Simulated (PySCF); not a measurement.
**Finite-field polarisability of Kr (krypton, neutral)**

[Kr], closed-shell 1S. All numbers are calculated (PySCF 2.14, scalar relativity through the core potential, in aug-cc-pVTZ-PP with ECP10MDF). Frozen: 3s2 3p6 3d10. Energy changes in a uniform field (μhartree):

```json
{"axis": "x", "F (au)": "0.0035", "HF": "-99.623", "MP2": "-102.936", "CCSD": "-102.803", "CCSD(T)": "-103.425"}
{"axis": "x", "F (au)": "0.007", "HF": "-398.592", "MP2": "-411.862", "CCSD": "-411.326", "CCSD(T)": "-413.817"}
```

Problem. Derive α along x at CCSD(T) from the two fields.

Solution. With ΔE = −αF²/2 − γF⁴/24, α = −(16 ΔE(F) − ΔE(2F))/(6F²) = 16.88 bohr³.

Problem. And the mean polarisability at each level?

Solution. HF 16.26, MP2 16.80, CCSD 16.78, CCSD(T) 16.88 bohr³. Reference: 16.78 ± 0.02 bohr³ (recommended; Schwerdtfeger and Nagle, table of static dipole polarizabilities (2023 update)).
